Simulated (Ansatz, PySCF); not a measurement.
Species: GeF₃, charge 0, doublet. GeF3 (SMILES [F][Ge]([F])[F], doublet).
B3LYP-D3(BJ)/def2-TZVP minimum from Ansatz (a first-principles code):
```
Ge
F 1 1.7346
F 1 1.7346 2 106.47
F 1 1.7346 2 106.47 3 -113.30
```
Charge 0, spin multiplicity 2.

Atomisation energy term by term, kcal/mol (programs: Ansatz). Open shells are spin-unrestricted; no spin-orbit coupling. Correlated methods leave the cores frozen (noble-gas shells, and filled d and f shells in the p block). No relativity. CBS(X,Y): correlation extrapolated as X^-3, Hartree-Fock from the larger set (Q,5: extrapolated as (X+1)exp(-9√X)). A bracket is a step between two methods taken in the basis named.

```json
[
 {"term": "Hartree-Fock", "basis": "CBS(cc-pVQZ,cc-pV5Z)", "kcal/mol": "222.16"},
 {"term": "CCSD correlation", "basis": "CBS(cc-pVQZ,cc-pV5Z)", "kcal/mol": "106.37"},
 {"term": "(T)", "basis": "CBS(cc-pVQZ,cc-pV5Z)", "kcal/mol": "10.38"},
 {"term": "CCSDT(Q) - CCSD(T)", "basis": "cc-pVDZ", "kcal/mol": "1.08"},
 {"term": "minus zero-point energy", "basis": "Hessian by PySCF at B3LYP-D3(BJ)/def2-TZVP", "kcal/mol": "-3.93"},
 {"term": "sum: D0", "basis": "", "kcal/mol": "336.1"}
]
```
